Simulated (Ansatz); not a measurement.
A structure relaxed at PBE0-D4/def2-TZVP, charge 0, multiplicity 1:

```xyz
13

N    -0.410   -0.178   -1.731
C     0.273   -0.986   -0.720
Si    0.114   -0.089    0.914
N     0.773    1.489    0.891
O    -1.524   -0.045    1.141
H    -0.340   -0.599   -2.649
H    -1.396   -0.110   -1.508
H    -0.085   -2.024   -0.640
H     1.339   -1.038   -0.966
H     0.799   -0.802    2.028
H     0.709    2.045    0.052
H     1.588    1.715    1.434
H    -1.839    0.621    1.754
```

(1) Give its formula and SMILES.

(2) Point group (tolerance 0.08 Å, 0.16 Å for H)?

(3) Summarise the bond lengths by kind.

Results:

(1) CH8N2OSi, `NC[SiH](N)O`.

(2) C1.

(3) 1 × C–N 1.464 Å; 4 × H–N 1.005 to 1.013 Å; 1 × C–Si 1.871 Å; 2 × C–H 1.095 to 1.101 Å; 1 × N–Si 1.710 Å; 1 × O–Si 1.654 Å; 1 × H–Si 1.490 Å; 1 × H–O 0.958 Å.

Program: Ansatz 0.2.0.
